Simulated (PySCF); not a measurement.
This script is equivalent to a calculation on F²⁺ (fluorine, charge +2).

```python
from pyscf import gto, scf, dft, mp, cc
import basis_set_exchange as bse
mol = gto.M(atom="F 0 0 0", charge=2, spin=3, symmetry="D2h",
            basis=gto.basis.parse(bse.get_basis("aug-cc-pVDZ-DK", elements=["F"], fmt="nwchem", header=False)),
            nucmod="G")
mf = scf.UHF(mol).sfx2c1e()
mf.irrep_nelec = {'Ag': (2, 2), 'B1u': (1, 0), 'B2u': (1, 0), 'B3u': (1, 0)}
mf.kernel()
```

What total energy does it give?

-97.66362 hartree (calculated).

Which occupied shell lies highest, and where?

2p α, at -63.767 eV.

What is ⟨S²⟩, and what would a pure spin state give?

3.754, against 3.75.
